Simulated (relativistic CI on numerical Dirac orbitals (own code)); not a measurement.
d7 in a ligand field

Computed with a parametric ligand-field model of a d^n configuration (Racah B and C, spin-orbit zeta, crystal field), exact diagonalisation.

Field parameters in Wybourne normalisation: Oh B⁴₀ = 21Dq, B⁴₄ = √(5/14) B⁴₀. The field is a parameter set, without covalency.

(1) Ground term and bands for B = 1040, C = 4380, ζ = 0 cm⁻¹, Oh, 10Dq = 4250 cm⁻¹?

(2) Ground term and bands for B = 600, C = 2980, ζ = 0 cm⁻¹, Oh, 10Dq = 14850 cm⁻¹?

(3) A d7 ion in Oh symmetry has the ground term 4T1 and bands at 4T2 3787 cm⁻¹ (2640 nm), 4A2 8287 cm⁻¹ (1207 nm), 2E 16335 cm⁻¹ (612 nm), 4T1 17475 cm⁻¹ (572 nm), 2T1 19244 cm⁻¹ (520 nm), 2T2 19246 cm⁻¹ (520 nm). Which parameters reproduce them?

(4) A d7 ion in Oh symmetry has the ground term 4T1 and bands at 4T2 3226 cm⁻¹ (3100 nm), 4A2 6976 cm⁻¹ (1434 nm), 2E 7329 cm⁻¹ (1364 nm), 2T1 10082 cm⁻¹ (992 nm), 4T1 10201 cm⁻¹ (980 nm), 2T2 10239 cm⁻¹ (977 nm). Which parameters reproduce them?

(5) Ground term and bands for B = 590, C = 2080, ζ = 0 cm⁻¹, Oh, 10Dq = 9800 cm⁻¹?

## Answers

(1) Ground term 4T1 with 2.13 electrons in the two orbitals of the cubic e set. Spin-allowed: 4T2 3558 cm⁻¹ (2811 nm), 4A2 7808 cm⁻¹ (1281 nm), 4T1 18466 cm⁻¹ (542 nm). Lowest spin-forbidden: 2E 15923 cm⁻¹ (628 nm), 2T2 18538 cm⁻¹ (539 nm), 2T1 18643 cm⁻¹ (536 nm).

(2) Ground term 2E with 1.05 electrons in the two orbitals of the cubic e set. Spin-allowed: 2T1 12947 cm⁻¹ (772 nm), 2T2 13570 cm⁻¹ (737 nm), 2T1 16827 cm⁻¹ (594 nm), 2T2 24827 cm⁻¹ (403 nm). Lowest spin-forbidden: 4T1 1096 cm⁻¹, 4T2 14767 cm⁻¹ (677 nm), 4T1 22588 cm⁻¹ (443 nm).

(3) B = 960, C = 4710, ζ = 0 cm⁻¹, Oh, 10Dq = 4500 cm⁻¹.

(4) B = 500, C = 2470, ζ = 0 cm⁻¹, Oh, 10Dq = 3750 cm⁻¹.

(5) Ground term 4T1 with 2.05 electrons in the two orbitals of the cubic e set. Spin-allowed: 4T2 8818 cm⁻¹ (1134 nm), 4T1 16686 cm⁻¹ (599 nm), 4A2 18618 cm⁻¹ (537 nm). Lowest spin-forbidden: 2E 655 cm⁻¹, 2T1 9225 cm⁻¹ (1084 nm), 2T2 9529 cm⁻¹ (1049 nm).
